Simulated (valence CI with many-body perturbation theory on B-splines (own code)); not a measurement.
# Level structure of Te2+

Computed by relativistic CI+MBPT: four valence electrons over a frozen Dirac-Fock core [Kr] 4d10, a basis of 11 s, 11 p, 10 d, 8 f, 5 g, 2 h functions for each j, with the one-electron correlation potential Σ1 (screened to all orders), the two-electron term Σ2, the three-electron term Σ3, Breit, model QED; selected single and double excitations, second order for the rest, scaled by the run's own slope (own B-spline code, finite nucleus).

Set against measurement, 42 paired levels are off by 134 cm⁻¹ on average, the worst by 416. These come from a selection out of Zhang, Palmeri, Quinet and Biemont, Astron. Astrophys. 551, A136 (2013). Levels without a partner in it may be off by more. Among the levels kept, up to 1000 cm⁻¹ of a level comes from second order outside the variational space, and about a tenth of that is noise between levels of different J, which matters for small intervals. 26 measured levels below the end of the list, from 95031 cm⁻¹ on, found no clear computed partner, and computed levels of the same name lie up to 2005 cm⁻¹ from them.

Levels 91 to 135 of 199, with energies above the lowest level, (5s^2 5p1/2^2) J=0. "Leading %" is the weight of the configuration and term that name the level; weights of strongly mixed levels are sums over their largest components and can fall short. In the jj column 3d3/2^4 stands for four electrons in 3d with j = 3/2. Lifetimes count E1, E2, E3, M1 and M2 decay at the calculated energies, and are blank where another channel may lead or the interval is too uncertain; long ones can be off by a factor of two.

| No. | Configuration | Term | J | E (cm⁻¹) | Leading % | Second component | g | Lifetime | Leading jj |
| --- | --- | --- | --- | --- | --- | --- | --- | --- | --- |
| 91 | 5s2 5p 5f | 3G | 3 | 177908 | 54 | 16 % 5s2 5p 5f 1F | 0.867 | 3.80 ns | 5s^2 5p1/2 5f5/2 (77 %) |
| 92 | 5s2 5p 7p | 3D | 3 | 177986 | 66 | 9 % 5s2 5p 5f 3D | 1.283 | 5.55 ns | 5s^2 5p3/2 7p3/2 (66 %) |
| 93 | 5p4 | 1D | 2 | 178226 | 24 | 19 % 5s 5p2 5d 1D | 1.120 | 4.39 ns | 5p1/2 5p3/2^3 (21 %) |
| 94 | 5s2 5p 7p | 3S | 1 | 178775 | 68 | 13 % 5s2 5p 7p 1P | 1.787 | 5.80 ns | 5s^2 5p3/2 7p3/2 (62 %) |
| 95 | 5s2 5p 5f | 3D | 3 | 178864 | 22 | 20 % 5s2 5p 7p 3D | 1.206 | 1.95 ns | 5s^2 5p1/2 5f7/2 (51 %) |
| 96 | 5s2 5p 5f | 3G | 4 | 178932 | 37 | 24 % 5s2 5p 5f 3F | 1.127 | 4.00 ns | 5s^2 5p1/2 5f7/2 (78 %) |
| 97 | 5s2 5p 7p | 1D | 2 | 179005 | 56 | 12 % 5s2 5p 7p 3P | 1.184 | 2.08 ns | 5s^2 5p3/2 7p3/2 (52 %) |
| 98 | 5s 5p2 6s | 5P | 2 | 179406 | 73 | 10 % 5s2 5p 7p 3P | 1.730 | 420 ps | 5s 5p1/2 5p3/2 6s (66 %) |
| 99 | 5s2 5p 7p | 1S | 0 | 180228 | 52 | 28 % 5s 5p2 6s 3P |  | 893 ps | 5s^2 5p3/2 7p3/2 (55 %) |
| 100 | 5s2 5p 5f | 3F | 2 | 180459 | 34 | 14 % 5s2 5p 5f 3D | 0.853 | 3.64 ns | 5s^2 5p1/2 5f5/2 (58 %) |
| 101 | 5s 5p2 5d | 3F | 3 | 180721 | 48 | 25 % 5s 5p2 5d 5P | 1.275 | 316 ps | 5s 5p1/2 5p3/2 5d5/2 (38 %) |
| 102 | 5s 5p2 5d | 5P | 3 | 181976 | 32 | 19 % 5s 5p2 6s 5P | 1.484 | 193 ps | 5s 5p1/2 5p3/2 5d5/2 (26 %) |
| 103 | 5s 5p2 6s | 3P | 0 | 182306 | 51 | 23 % 5s2 5p 7p 1S |  | 612 ps | 5s^2 5p3/2 7p3/2 (36 %) |
| 104 | 5s2 5p 5g | 3H° | 4 | 182763 | 60 | 27 % 5s2 5p 5g 1G° | 0.890 | 2.86 ns | 5s^2 5p1/2 5g7/2 (91 %) |
| 105 | 5s2 5p 5g | 3F° | 4 | 182768 | 45 | 35 % 5s2 5p 5g 3G° | 1.122 | 2.92 ns | 5s^2 5p1/2 5g9/2 (90 %) |
| 106 | 5s2 5p 5g | 3H° | 5 | 182769 | 36 | 30 % 5s2 5p 5g 1H° | 1.073 | 2.95 ns | 5s^2 5p1/2 5g9/2 (95 %) |
| 107 | 5s2 5p 5g | 3G° | 3 | 182789 | 45 | 28 % 5s2 5p 5g 1F° | 0.901 | 2.97 ns | 5s^2 5p1/2 5g7/2 (94 %) |
| 108 | 5s2 5p 8s | 3P° | 0 | 182941 | 94 |  |  | 1.44 ns | 5s^2 5p1/2 8s (94 %) |
| 109 | 5s2 5p 8s | 3P° | 1 | 183067 | 64 | 30 % 5s2 5p 8s 1P° | 1.339 | 1.22 ns | 5s^2 5p1/2 8s (94 %) |
| 110 | 5s2 5p 7d | 3F° | 2 | 183199 | 70 | 18 % 5s2 5p 7d 1D° | 0.762 | 3.53 ns | 5s^2 5p1/2 7d3/2 (93 %) |
| 111 | 5s2 5p 7d | 3P° | 2 | 183765 | 42 | 34 % 5s2 5p 7d 3D° | 1.276 | 1.98 ns | 5s^2 5p1/2 7d5/2 (94 %) |
| 112 | 5s 5p2 5d | 5P | 2 | 183918 | 80 | 6 % 5s 5p2 5d 5D | 1.790 | 155 ps | 5s 5p1/2 5p3/2 5d3/2 (36 %) |
| 113 | 5s2 5p 7d | 3F° | 3 | 183933 | 46 | 25 % 5s2 5p 7d 1F° | 1.119 | 1.87 ns | 5s^2 5p1/2 7d5/2 (92 %) |
| 114 | 5s2 5p 7d | 3D° | 1 | 184093 | 53 | 24 % 5s2 5p 7d 1P° | 0.800 | 1.40 ns | 5s^2 5p1/2 7d3/2 (92 %) |
| 115 | 5s 5p2 5d | 5P | 1 | 184296 | 50 | 33 % 5s 5p2 6s 3P | 2.022 | 177 ps | 5s 5p1/2 5p3/2 5d3/2 (30 %) |
| 116 | 5s 5p2 6s | 5P | 3 | 184336 | 66 | 20 % 5s 5p2 5d 5P | 1.636 | 2.37 ns | 5s 5p1/2 5p3/2 6s (41 %) |
| 117 | 5s 5p2 5d | 3F | 4 | 184595 | 61 | 15 % 5s 5p2 5d 5D | 1.266 | 4.44 ns | 5s 5p3/2^2 5d5/2 (58 %) |
| 118 | 5s 5p2 6s | 3P | 1 | 185077 | 40 | 40 % 5s 5p2 5d 5P | 1.945 | 209 ps | 5s 5p1/2 5p3/2 6s (41 %) |
| 119 | 5s2 5p 5f | 1F | 3 | 186735 | 42 | 20 % 5s2 5p 5f 3G | 0.967 | 3.65 ns | 5s^2 5p3/2 5f5/2 (61 %) |
| 120 | 5s2 5p 5f | 3G | 5 | 186803 | 77 | 7 % 5s 5p2 5d 3G | 1.203 | 5.14 ns | 5s^2 5p3/2 5f7/2 (77 %) |
| 121 | 5s2 5p 5f | 3F | 4 | 187193 | 49 | 26 % 5s2 5p 5f 3G | 1.180 | 4.16 ns | 5s^2 5p3/2 5f7/2 (43 %) |
| 122 | 5s2 5p 8p | 3D | 1 | 187484 | 65 | 22 % 5s2 5p 8p 1P | 0.667 | 9.67 ns | 5s^2 5p1/2 8p1/2 (90 %) |
| 123 | 5s2 5p 8p | 3D | 2 | 187769 | 28 | 24 % 5s 5p2 6s 3P | 1.275 | 933 ps | 5s^2 5p1/2 8p3/2 (56 %) |
| 124 | 5s2 5p 5f | 3D | 3 | 187947 | 45 | 33 % 5s2 5p 5f 3F | 1.201 | 2.73 ns | 5s^2 5p3/2 5f7/2 (62 %) |
| 125 | 5s2 5p 5f | 3D | 2 | 188281 | 53 | 26 % 5s2 5p 5f 3F | 1.006 | 2.14 ns | 5s^2 5p3/2 5f5/2 (77 %) |
| 126 | 5s2 5p 5f | 1G | 4 | 188378 | 64 | 9 % 5s2 5p 5f 3F | 1.037 | 4.91 ns | 5s^2 5p3/2 5f5/2 (41 %) |
| 127 | 5s2 5p 8p | 3P | 0 | 188601 | 67 | 25 % 5s2 5p 8p 1S |  | 17.2 ns | 5s^2 5p1/2 8p1/2 (91 %) |
| 128 | 5s2 5p 8p | 3P | 1 | 188633 | 35 | 22 % 5s2 5p 8p 3S | 1.339 | 4.73 ns | 5s^2 5p1/2 8p3/2 (73 %) |
| 129 | 5s2 5p 5f | 3D | 1 | 188925 | 71 | 6 % 5s2 5p 8p 3P | 0.635 | 2.24 ns | 5s^2 5p3/2 5f5/2 (71 %) |
| 130 | 5s 5p2 6s | 3P | 2 | 189369 | 27 | 21 % 5s2 5p 5f 1D | 1.207 | 808 ps | 5s^2 5p1/2 8p3/2 (30 %) |
| 131 | 5s2 5p 5f | 1D | 2 | 189949 | 42 | 20 % 5s 5p2 6s 3P | 1.142 | 941 ps | 5s^2 5p3/2 5f7/2 (54 %) |
| 132 | 5s2 5p 6f | 3G | 3 | 191530 | 57 | 12 % 5s2 5p 6f 1F | 0.819 | 3.03 ns | 5s^2 5p1/2 6f5/2 (76 %) |
| 133 | 5s2 5p 5g | 3G° | 5 | 191601 | 66 | 17 % 5s2 5p 5g 3H° | 1.145 | 2.85 ns | 5s^2 5p3/2 5g9/2 (91 %) |
| 134 | 5s2 5p 5g | 1G° | 4 | 191603 | 37 | 29 % 5s2 5p 5g 3H° | 0.954 | 2.80 ns | 5s^2 5p3/2 5g7/2 (89 %) |
| 135 | 5s2 5p 5g | 3F° | 4 | 191814 | 44 | 28 % 5s2 5p 5g 3G° | 1.136 | 2.91 ns | 5s^2 5p3/2 5g9/2 (86 %) |

Where two levels of one J and parity lie close, their mixing, g and order are uncertain.
